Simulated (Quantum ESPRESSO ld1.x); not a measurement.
The mean radii <r> (bohr) of the occupied orbitals of an atom or ion are listed with their occupations. Method: scalar-relativistic Kohn-Sham, LDA (Slater exchange, VWN5 correlation), spin-polarised, spherical densities, point nucleus; computed with ld1.x of Quantum ESPRESSO 7.5.

| orbital | occ. | <r> |
|---|---|---|
| 1s up | 1 | 0.02459 |
| 1s down | 1 | 0.02459 |
| 2s up | 1 | 0.1053 |
| 2s down | 1 | 0.1053 |
| 2p up | 3 | 0.09240 |
| 2p down | 3 | 0.09240 |
| 3s up | 1 | 0.2791 |
| 3s down | 1 | 0.2791 |
| 3p up | 3 | 0.2770 |
| 3p down | 3 | 0.2770 |
| 3d up | 5 | 0.2538 |
| 3d down | 5 | 0.2538 |
| 4s up | 1 | 0.6359 |
| 4s down | 1 | 0.6359 |
| 4p up | 3 | 0.6725 |
| 4p down | 3 | 0.6725 |
| 4d up | 5 | 0.7384 |
| 4d down | 5 | 0.7381 |
| 5s up | 1 | 1.486 |
| 5s down | 1 | 1.478 |
| 5p up | 3 | 1.709 |
| 5p down | 3 | 1.695 |
| 5d up | 2 | 2.532 |
| 6s up | 1 | 3.753 |

Name the element and its charge. Open shells, if any, are filled with parallel spins first.

Answer. Z = 58, cerium, charge +1: Ce+ in [Xe] 5d2 6s1. The 1s radius gives Z: for a bare nucleus <r> = (2 gamma + 1)/(2Z) with gamma = sqrt(1 - (Z/c)^2), 0.02424 bohr for Z = 58, and screening makes it slightly larger (0.02459 here). The occupations add up to 57, and the charge is Z minus that.
